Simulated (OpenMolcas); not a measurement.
## Cu IV: the spin-orbit constant, Racah parameters, worked from levels

| Property | Result |
| --- | --- |
| Program | OpenMolcas |
| Basis | ANO-R2 [6s4p4d2f1g] |
| Scalar Hamiltonian | X2C, finite nucleus |
| Active space | 8 electrons in 5 orbitals (3d) |
| State averaging | 2S+1 = 3 even, 10 roots; 2S+1 = 1 even, 15 roots (14 in the spin-orbit step) |
| Spin-orbit coupling | state interaction with AMFI integrals over the reference wave functions, term energies averaged over their components |

Methods: CASSCF; SS-CASPT2, IPEA 0.25 Eh, imaginary shift 0.1 Eh (closed shells correlated: 3s 3p). Measured levels: Sugar and Musgrove, J. Phys. Chem. Ref. Data 19, 527 (1990).

**The spin-orbit constant.** For the Hund term 3F of d8, E(J) = (A/2) J(J+1) + constant and ζ = -2S·A = -2A. From J = 2 to J = 4 the energy changes by 7 A.

```tsv
Source	E(4) - E(2)	A	ζ
CASSCF	-3078.3	-439.8	880
SS-CASPT2	-3045.6	-435.1	870
measured	-3077.6	-439.7	879
```

All in cm-1. SS-CASPT2 is off by -1.0 % and CASSCF by 0 %. Both methods take the spin-orbit matrix elements from the reference wave functions, so the second can move ζ only through the term energies and any multistate remixing. Second-order mixing with other terms is absorbed into this ζ.

**Racah parameters.** Above 3F, d8 has 3P at 15B, 1G at 12B + 2C and 1D at 5B + 2C. The first two fix B and C, and the third tests them; where it misses by thousands of cm-1, two parameters do not describe the configuration (Trees and configuration-interaction terms are left out) and B and C hang on the terms chosen. Term energies are centres of gravity, weighted by 2J + 1.

```tsv
Source	3P	1G	B	C	C/B	1D from B, C	1D found
CASSCF	22696	29061	1513	5452	3.60	18469	18266
SS-CASPT2	18734	25656	1249	5334	4.27	16913	14337
measured	18557	25560	1237	5357	4.33	16899	14895
```

Energies in cm-1. From CASSCF to SS-CASPT2, B changes by -17.4 % and C by -2.2 %. Against the measured terms, SS-CASPT2 has B off by +1.0 % and C by -0.4 %.

Term energies are means over components that CASPT2 splits; among the terms shown or strongly mixed into the levels shown the widest spread is 920 cm-1 (3d8 1G, SS-CASPT2). Some high roots are left out of the spin-orbit mixing, which shifts the levels that they would mix with. Without dynamic correlation excited terms often stand tens of per cent too high (terms of higher spin than the ground term too low), and those without a measured partner can miss by more than the paired ones (holds for CASSCF). Measured partners are found by configuration, term and J. A level has none where our copy of the source lacks it or the pairing is in doubt (some pairs that miss far off the trend of their configuration count as doubtful), and it then counts in no deviation. Only configurations of the active space appear.
